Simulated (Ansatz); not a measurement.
A series at Si: from `O[Si](O)(O)F`, ligands are replaced one by one, each step taking up H₂ and setting free H₂O; n counts the steps. Ansatz, PBE0-D4/def2-TZVP geometries. Each molecule was computed in one conformer, which needn't be the lowest.

| n | molecule | HOMO energy, ωB97M-V/def2-TZVPP (eV) |
| --- | --- | --- |
| 0 | `O[Si](O)(O)F` | -12.27 |
| 1 | `O[SiH](O)F` | -12.02 |
| 2 | `O[SiH2]F` | ? |
| 3 | `F[SiH3]` | -12.06 |

Q: By hand: fit a straight line y = ȳ + b (n − n̄) to the 3 given rows and predict n = 2.

A: n̄ = 1.333, ȳ = -12.117; Σ(n − n̄)(y − ȳ) = 0.267, Σ(n − n̄)² = 4.667, so b = 0.057 eV a step. Prediction: -12.117 + (0.057) × (0.667) = -12.08 eV.

Q: By hand: compare with the computed value, -11.63 eV, and give the steps along the whole series.

A: The line misses by 0.45 eV (computed minus predicted). Steps: 0.25, 0.39, -0.43 eV.

The steps change sign along the series, so a line is a poor guide. The highest orbital can change its character along such a series. The miss is 70.3 % of the series' range.
